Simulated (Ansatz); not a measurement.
`[CH3][SnH3]` + H–F → `[F][SnH3]` + CH₄ at 298.15 K and 1 bar (ligand exchange at the Sn–C bond).

Calculated with Ansatz (gas phase, PBE0-D4/def2-TZVP geometries, no zero-point term in ΔE). CCSD(T)/CBS is the MP2 limit (def2-TZVPP, def2-QZVPP) plus CCSD(T) − MP2 in def2-TZVPP, frozen cores. This one scheme is used for every species. def2 core potentials past Kr. For Sn outer-core shells are correlated without core-valence functions, which leaves a few kJ/mol of doubt a bond.

```csv
species,CCSD(T)/CBS energy (Eh),H − E (kJ/mol),S (J/(mol·K))
`[CH3][SnH3]`,-255.66383,162.1,284.7
H–F,-100.39570,33.5,173.6
`[F][SnH3]`,-315.62493,70.2,264.5
CH₄,-40.46206,127.4,186.2
```

H − E and S are ideal-gas, rigid-rotor, harmonic terms from PBE0-D4/def2-TZVP. 1 Eh = 2625.50 kJ/mol, R = 8.31446 J/(mol·K).

Question: By hand: ΔE, ΔH, ΔS and ΔG.

Answer: ΔE = (-315.62493) + (-40.46206) − (-255.66383) − (-100.39570) = -0.02746 Eh = -72.1 kJ/mol. Δ(H − E) = 70.2 + 127.4 − 162.1 − 33.5 = 2.0, so ΔH = -70.1 kJ/mol. ΔS = 264.5 + 186.2 − 284.7 − 173.6 = -7.6 J/(mol·K). ΔG = -70.1 − 298.15 × (-7.6)/1000 = -67.8 kJ/mol.

Question: By hand: the equilibrium constant, and the temperature at which ΔG would vanish if ΔH and ΔS stayed fixed.

Answer: log₁₀ K = −ΔG/(RT ln 10) = 11.9. ΔG = 0 at ΔH/ΔS = 9224 K, far beyond where these terms or the molecules hold.

The number of gas molecules stays the same, so ΔS is small and ΔH decides. A doubt of 5 kJ/mol in ΔE shifts log₁₀ K by 0.9 here. These are equilibria of isolated gas molecules and say nothing of rates. Largest T1 diagnostic: 0.014 (customary marks: 0.02 for closed shells, 0.045 for open ones).
